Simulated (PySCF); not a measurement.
Cl4Te, charge +1, doublet, geometry from GFN2-xTB (a state made from the parent by changing its charge; the spin is typed, not shown lowest) (core potentials on Te); DF-M06L/def2-SV(P) (PySCF).

Here is a job for PySCF.
```python
from pyscf import gto, scf, dft

mol = gto.M(
    atom='''
Te   -0.00572274    0.01236630    0.26693104
Cl    1.11337271   -1.43495632   -1.08899499
Cl    1.85279584    1.50725672    0.73992591
Cl   -1.06293622    1.32596783   -1.26356022
Cl   -1.88572747   -1.43609457    0.79613434
''',
    basis='def2-sv(p)',
    ecp={'Te': 'def2-sv(p)'},
    charge=1,
    spin=1,
    verbose=4,
)

mf = dft.UKS(mol)
mf.xc = 'm06l'
mf = mf.density_fit(auxbasis='def2-universal-jkfit')
mf.kernel()
```

Output, abridged:

```
PySCF version 2.14.0

[INPUT] verbose = 4
[INPUT] num. atoms = 5
[INPUT] num. electrons = 91
[INPUT] charge = 1
[INPUT] spin (= nelec alpha-beta = 2S) = 1
[INPUT] symmetry False subgroup None
[INPUT] Mole.unit = angstrom
[INPUT] Symbol           X                Y                Z      unit          X                Y                Z       unit  Magmom
[INPUT]  1 Te    -0.005722740000   0.012366300000   0.266931040000 AA   -0.010814411282   0.023368920174   0.504426559745 Bohr   0.0
[INPUT]  2 Cl     1.113372710000  -1.434956320000  -1.088994990000 AA    2.103969496465  -2.711674445514  -2.057902282123 Bohr   0.0
[INPUT]  3 Cl     1.852795840000   1.507256720000   0.739925910000 AA    3.501276702333   2.848302400210   1.398257322370 Bohr   0.0
[INPUT]  4 Cl    -1.062936220000   1.325967830000  -1.263560220000 AA   -2.008658343680   2.505716048684  -2.387782757695 Bohr   0.0
[INPUT]  5 Cl    -1.885727470000  -1.436094570000   0.796134340000 AA   -3.563508463869  -2.713825426275   1.504475860961 Bohr   0.0

nuclear repulsion = 615.483760093161
number of shells = 42
number of NR pGTOs = 205
number of NR cGTOs = 98
basis = def2-sv(p)
ecp = {'Te': 'def2-sv(p)'}

******** <class 'pyscf.df.df_jk.DFUKS'> ********
method = DFUKS
initial guess = minao
damping factor = 0
level_shift factor = 0
DIIS = <class 'pyscf.scf.diis.CDIIS'>
diis_start_cycle = 1
diis_space = 8
diis_damp = 0
SCF conv_tol = 1e-09
SCF conv_tol_grad = None
SCF max_cycles = 50
direct_scf = False
number electrons alpha = 46  beta = 45
XC library pyscf.dft.libxc version 7.1.2
    S. Lehtola, C. Steigemann, M. J. T. Oliveira, and M. A. L. Marques,  SoftwareX 7, 1–5 (2018)
XC functionals = m06l
    Y. Zhao and D. G. Truhlar,  J. Chem. Phys. 125, 194101 (2006)
    Y. Zhao and D. G. Truhlar,  J. Chem. Phys. 125, 194101 (2006)
    Y. Zhao and D. G. Truhlar,  Theor. Chem. Acc. 120, 215 (2008)
radial grids:
    Treutler-Ahlrichs [JCP 102, 346 (1995); DOI:10.1063/1.469408] (M4) radial grids

becke partition: Becke, JCP 88, 2547 (1988); DOI:10.1063/1.454033
pruning grids: <function nwchem_prune>
grids dens level: 3
symmetrized grids: False
atomic radii adjust function: <function treutler_atomic_radii_adjust>
small_rho_cutoff = 0
Set gradient conv threshold to 3.16228e-05
tot grids = 97480
init E= -2081.17820843234

cycle= 1 E= -2105.01770431279  delta_E= -23.8  |g|= 2.34  |ddm|= 6.23
cycle= 2 E= -2102.96973788785  delta_E= 2.05  |g|= 3.07  |ddm|= 6.52
cycle= 3 E= -2108.01416927384  delta_E= -5.04  |g|= 0.342  |ddm|= 3.72
cycle= 4 E= -2108.01760963928  delta_E= -0.00344  |g|= 0.346  |ddm|= 1.15
cycle= 5 E= -2108.10466804456  delta_E= -0.0871  |g|= 0.0891  |ddm|= 0.702
cycle= 6 E= -2108.1103590247  delta_E= -0.00569  |g|= 0.0238  |ddm|= 0.193
cycle= 7 E= -2108.1107598685  delta_E= -0.000401  |g|= 0.00586  |ddm|= 0.0395
cycle= 8 E= -2108.11078129056  delta_E= -2.14e-05  |g|= 0.00242  |ddm|= 0.0116
cycle= 9 E= -2108.11077652522  delta_E= 4.77e-06  |g|= 0.00335  |ddm|= 0.0105
cycle= 10 E= -2108.11078611675  delta_E= -9.59e-06  |g|= 0.000674  |ddm|= 0.0074
cycle= 11 E= -2108.11078646246  delta_E= -3.46e-07  |g|= 6.07e-05  |ddm|= 0.00117
cycle= 12 E= -2108.11078646481  delta_E= -2.35e-09  |g|= 3.82e-05  |ddm|= 0.000153
cycle= 13 E= -2108.11078646564  delta_E= -8.25e-10  |g|= 1.4e-05  |ddm|= 7.25e-05
Extra cycle  E= -2108.11078646519  delta_E= 4.43e-10  |g|= 2.82e-05  |ddm|= 7.14e-05
converged SCF energy = -2108.11078646519  <S^2> = 0.75449939  2S+1 = 2.0044943
```
